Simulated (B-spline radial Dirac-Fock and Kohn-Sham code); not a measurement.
Model: Dirac-Fock densities. Program: a radial B-spline solver.

Question: This computed X-ray form factor belongs to an atom or ion in its tabulated ground configuration. Which?

| sin θ/λ (Å⁻¹) | f₀ |
| --- | --- |
| 0.19 | 16.940 |
| 0.24 | 16.359 |
| 0.3 | 15.549 |
| 0.38 | 14.345 |
| 0.6 | 11.009 |
| 0.96 | 7.491 |
| 2.43 | 2.960 |
| 3.06 | 1.980 |
| 4.88 | 1.126 |

Answer: Cu¹¹⁺, with 18 electrons in [Ne] 3s2 3p6. f₀ tends to the number of electrons as s goes to zero, which the first rows give only roughly, and the rate of fall reflects the nuclear charge, 29.
